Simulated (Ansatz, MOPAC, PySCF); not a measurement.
Constitutional and geometric isomers with formula CH2OS. All species are isolated molecules in the gas phase. One relaxed conformer stands for each flexible species; it need not be the lowest. Strings in code marks are SMILES.

Quantity: electronic energy of isomers of CH2OS relative to `O=CS` (O–C–S–H torsion 0°), in kcal/mol. Semi-empirical values (MOPAC) are differences of heats of formation.

Level 1: frozen-core CCSD(T)/cc-pVQZ // PBE0-D3(BJ)/def2-TZVP (Ansatz, a program for electronic structure)
Level 2: M06-2X/6-31G* // PBE0-D3(BJ)/def2-TZVP (PySCF)
Level 3: PBE/6-31G* // PBE0-D3(BJ)/def2-TZVP (PySCF)
Level 4: AM1 // PBE0-D3(BJ)/def2-TZVP (MOPAC)

```json
[
 {"species": "`OC=S` (H–O–C–S torsion 0°)", "level 2": "0.43", "level 3": "2.02", "level 4": "8.31"}
]
```

**Question.** What does level 1 give for each?

**Answer.** 
- `OC=S` (H–O–C–S torsion 0°): 1.06
